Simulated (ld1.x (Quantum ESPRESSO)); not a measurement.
## Logarithmic derivatives: calcium, TM

```json
{
  "Element": "Ca",
  "Generator": "ld1.x (Quantum ESPRESSO) 7.5",
  "Type": "norm-conserving Troullier–Martins (Kleinman–Bylander form)",
  "Functional": "LDA (PZ)",
  "Relativity": "scalar-relativistic",
  "Frozen core": "[Ne]",
  "Valence charge": "10",
  "Reference configuration": "3s2 3p6 3d0 4s1.75 4p0 (charge +0.25)",
  "Partial waves": "3p (bound): rc 1.90 bohr; 3d (bound, empty): rc 2.55 bohr; 3s (bound): rc 1.20 bohr",
  "Local potential": "the s channel",
  "Core correction": "none"
}
```

Occupied shells without a wave of their own: 4s. They enter only through the test configuration that unscreens the potential.

The phase is arctan(r·u′/u) with u = r·R(r), unwrapped; energies in Ry, scanned from -6 to 5 Ry. A pole is an energy at which the radial function vanishes at the test radius. The pseudo phase is shifted by a multiple of π to meet the all-electron one at the reference energy, and phase errors are pseudo minus all-electron; the curves can meet again beyond the range given. Levels narrower than the energy grid can be missing from the lists of poles.

```tsv
channel	radius (bohr)	reference energy (Ry)	poles, all-electron	poles, pseudo	unbroken range about the reference energy with phases within 0.05 rad	phase error 1 Ry above the reference energy (rad)
s	2.75	-3.56	-3.51, 2.46	-3.51, 2.37	below 4.7	-0.000
p	2.75	-2.17	-2.07, 3.29	-2.07, 3.21	the whole range	-0.000
d	2.75	-0.27	0.14, 4.43	0.15	below 1.1	+0.019
```

Phases in the p channel:

| E (Ry) | all-electron | pseudo |
| --- | --- | --- |
| -6.00 | 1.411 | 1.411 |
| -5.74 | 1.407 | 1.407 |
| -5.48 | 1.402 | 1.402 |
| -5.22 | 1.397 | 1.397 |
| -4.96 | 1.391 | 1.391 |
| -4.70 | 1.385 | 1.385 |
| -4.44 | 1.378 | 1.377 |
| -4.18 | 1.369 | 1.369 |
| -3.92 | 1.359 | 1.359 |
| -3.66 | 1.348 | 1.348 |
| -3.40 | 1.333 | 1.333 |
| -3.14 | 1.312 | 1.312 |
| -2.88 | 1.281 | 1.281 |
| -2.62 | 1.216 | 1.216 |
| -2.36 | 0.906 | 0.906 |
| -2.10 | -1.522 | -1.522 |
| -1.84 | -1.722 | -1.723 |
| -1.58 | -1.786 | -1.787 |
| -1.32 | -1.831 | -1.831 |
| -1.06 | -1.873 | -1.874 |
| -0.80 | -1.922 | -1.923 |
| -0.54 | -1.984 | -1.985 |
| -0.28 | -2.070 | -2.073 |
| -0.02 | -2.203 | -2.208 |
| 0.24 | -2.429 | -2.441 |
| 0.50 | -2.840 | -2.866 |
| 0.76 | -3.443 | -3.478 |
| 1.02 | -3.941 | -3.967 |
| 1.28 | -4.223 | -4.241 |
| 1.54 | -4.383 | -4.395 |
| 1.80 | -4.482 | -4.492 |
| 2.06 | -4.550 | -4.558 |
| 2.32 | -4.599 | -4.606 |
| 2.58 | -4.637 | -4.644 |
| 2.84 | -4.669 | -4.676 |
| 3.10 | -4.695 | -4.702 |
| 3.36 | -4.719 | -4.726 |
| 3.62 | -4.741 | -4.749 |
| 3.88 | -4.761 | -4.771 |
| 4.14 | -4.782 | -4.793 |
| 4.40 | -4.804 | -4.817 |
| 4.66 | -4.827 | -4.843 |
| 4.92 | -4.853 | -4.873 |
